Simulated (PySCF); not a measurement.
PySCF input for SnFBr, SMILES [Sn]([Br])[F] (connectivity only; charge and spin as stated), neutral, multiplicity 1, IEF-PCM-B3LYP/def2-SVP. The structure is a stationary point at B3LYP-D3(BJ)/def2-TZVP. The def2 effective core potentials stand for the cores of Sn; spin–orbit coupling is left out.

```python
import numpy as np
from pyscf import gto, scf, dft
from pyscf.solvent import pcm

mol = gto.M(
    atom='''
    Sn    0.33854410    0.87658909    0.00000000
    F    -1.52288637    1.46548737    0.00000000
    Br   -0.09203508   -1.62910973    0.00000000
    ''',
    basis='def2-SVP',
    ecp={'Sn': 'def2-svp'},
    charge=0,
    spin=0,
    max_memory=1600,
    verbose=3,
)
mf = dft.RKS(mol, xc='b3lyp').density_fit(auxbasis='def2-universal-jkfit')
mf.grids.level = 3
mf.conv_tol = 1e-9
mf.max_cycle = 100
mf.kernel()
res = {}
for name, eps in {'water': 78.355, '1-octanol': 9.8629, 'methanol': 32.613}.items():
    s = mf.PCM()
    s.with_solvent.method, s.with_solvent.eps, s.with_solvent.lebedev_order = 'IEF-PCM', eps, 29
    s.kernel(mf.make_rdm1())
    res[name] = (s.e_tot, eps, s.dip_moment(), s.mo_energy, s.converged)
    print(f'{name}: electrostatic solvation free energy {(s.e_tot - mf.e_tot) * 627.509474:.3f} kcal/mol')
```

Output:

```
converged SCF energy = -2888.10017319487

WARN: PCM is an experimental feature. It is still in testing.
Features and APIs may be changed in the future.

converged SCF energy = -2888.11066717076
Dipole moment(X, Y, Z, Debye):  3.67397,  2.61948,  0.00000
water: electrostatic solvation free energy -6.585 kcal/mol

WARN: PCM is an experimental feature. It is still in testing.
Features and APIs may be changed in the future.

converged SCF energy = -2888.10917817645
Dipole moment(X, Y, Z, Debye):  3.55416,  2.49301,  0.00000
1-octanol: electrostatic solvation free energy -5.651 kcal/mol

WARN: PCM is an experimental feature. It is still in testing.
Features and APIs may be changed in the future.

converged SCF energy = -2888.1103516725
Dipole moment(X, Y, Z, Debye):  3.64842,  2.59263,  0.00000
methanol: electrostatic solvation free energy -6.387 kcal/mol
```

The run converged.

Cost: around 22 core-seconds (rough).
